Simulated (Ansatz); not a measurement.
CH₅InO₃ (`C[O][In]([OH])[OH]`) at its PBE0-D4/def2-TZVP geometry, where that method's forces vanish. Charge 0, multiplicity 1. In: def2 effective core potential.

```json
{"atom": "C1", "x (Å)": "0.685", "y (Å)": "-1.719", "z (Å)": "0.293"}
{"atom": "O2", "x (Å)": "0.564", "y (Å)": "-0.514", "z (Å)": "1.006"}
{"atom": "In3", "x (Å)": "-0.281", "y (Å)": "1.073", "z (Å)": "0.196"}
{"atom": "O4", "x (Å)": "-0.444", "y (Å)": "2.739", "z (Å)": "1.222"}
{"atom": "O5", "x (Å)": "-0.981", "y (Å)": "1.030", "z (Å)": "-1.660"}
{"atom": "H6", "x (Å)": "1.201", "y (Å)": "-2.442", "z (Å)": "0.932"}
{"atom": "H7", "x (Å)": "1.276", "y (Å)": "-1.615", "z (Å)": "-0.628"}
{"atom": "H8", "x (Å)": "-0.287", "y (Å)": "-2.154", "z (Å)": "0.022"}
{"atom": "H9", "x (Å)": "-0.872", "y (Å)": "3.425", "z (Å)": "0.703"}
{"atom": "H10", "x (Å)": "-0.860", "y (Å)": "0.178", "z (Å)": "-2.086"}
```

(1) For each bond, give half the difference of the two atoms' forces along it (eV/Å; positive pushes the atoms apart) under PBE-D4, r2SCAN-D4, B3LYP-D4, ωB97M-V in def2-TZVPP. (An estimate is asked.)

Results:

(1) Computed: 
| bond | length (Å) | PBE-D4 | r2SCAN-D4 | B3LYP-D4 | ωB97M-V |
| --- | --- | --- | --- | --- | --- |
| C1–O2 | 1.405 | 0.28 | 0.28 | 0.29 | 0.32 |
| C1–H6 | 1.095 | 0.12 | -0.04 | -0.12 | -0.13 |
| C1–H7 | 1.099 | 0.04 | -0.07 | -0.10 | -0.10 |
| C1–H8 | 1.099 | 0.05 | -0.07 | -0.10 | -0.10 |
| O2–In3 | 1.972 | 0.17 | 0.02 | 0.05 | -0.12 |
| In3–O4 | 1.964 | 0.20 | 0.08 | 0.13 | 0.02 |
| In3–O5 | 1.984 | 0.19 | 0.08 | 0.16 | -0.01 |
| O4–H9 | 0.961 | 0.41 | 0.04 | -0.02 | -0.07 |
| O5–H10 | 0.960 | 0.40 | 0.04 | -0.03 | -0.06 |

B3LYP here is the variant with VWN-RPA as its local correlation; programs differ in this.
